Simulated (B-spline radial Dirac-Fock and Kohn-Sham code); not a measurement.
Relativistic shifts of the levels of Bi⁵⁹⁺

System: Bi⁵⁹⁺, configuration [Ar] 3d6.

Both columns are ΔSCF binding energies of the configuration average from a B-spline atomic structure program: non-relativistic Hartree-Fock with a point nucleus, and Dirac-Fock with a finite nucleus and the Coulomb interaction alone, averaged over the two j levels with weights 2j+1.

```
shell  Hartree-Fock (eV)  Dirac-Fock (eV)  shift (eV)  shift (%)
   1s            85506.3          95091.0    +9584.74     +11.21
   2s            17732.0          20399.8    +2667.82     +15.05
   2p            17228.8          18183.1     +954.32      +5.54
   3s             6817.5           7583.6     +766.01     +11.24
   3p             6590.9           6918.9     +327.99      +4.98
   3d             6228.5           6262.1      +33.55      +0.54
```

Relativity binds 1s, 2s, 2p, 3s, 3p, 3d more strongly, among those listed most of all 2s in relative terms.

Values without a named source are computed, but for edge energies of neutral atoms, which are taken from tables.
